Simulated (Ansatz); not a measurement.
Ansatz results at the PBE0-D4/def2-TZVP geometry: LUMO energy (ωB97M-V/def2-TZVPP) 1.68 eV; size of the dipole moment (ωB97M-V/def2-TZVPP) 4.15 D; size of the dipole moment (B3LYP/def2-TZVPP) 4.12 D.

Each molecule was computed in one conformer, which needn't be the lowest.

Problem. Which molecule gave them?
A. `NC(=O)N[SiH3]`
B. `N=C(N)O[SiH3]`
C. `N[Si]1(F)OCO1`
D. `C=C(O)[SiH3]`

Solution. A. The others give `C=C(O)[SiH3]`: 1.67, 1.20, 1.18; `N=C(N)O[SiH3]`: 1.65, 2.05, 2.03; `N[Si]1(F)OCO1`: 2.09, 2.12, 2.14.

B3LYP here is the variant with VWN-RPA as its local correlation; programs differ in this.
